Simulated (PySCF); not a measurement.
Computed Raman spectrum (relative Raman activity) of a molecule C3H9AlO. Coordinates come from a PBE0-D3(BJ)/def2-SVP optimisation. Other conformers were not sampled. Method: PySCF with PBE0-D3(BJ)/def2-SVP. Frequencies are harmonic and unscaled.

| ν (cm⁻¹) | relative intensity |
|---|---|
| 571 | 7.8 |
| 654 | 5.2 |
| 710 | 3.9 |
| 784 | 2.5 |
| 965 | 2.5 |
| 1111 | 3.5 |
| 1238 | 3.2 |
| 1315 | 5.4 |
| 1418 | 2.1 |
| 1421 | 7.8 |
| 1423 | 4.5 |
| 1452 | 11 |
| 1470 | 15 |
| 1501 | 4.1 |
| 1925 | 76 |
| 2997 | 62 |
| 3046 | 84 |
| 3052 | 100 |
| 3054 | 63 |
| 3138 | 57 |
| 3150 | 39 |
| 3159 | 44 |
| 3164 | 52 |

Task: Pick the molecule that these values belong to.
(A) CC[O][AlH][CH3]
(B) C[O][Al]([CH3])[CH3]
(C) CC[CH2][AlH][OH]
(D) C[CH2][Al]([CH3])[OH]

Result: A, CC[O][AlH][CH3]
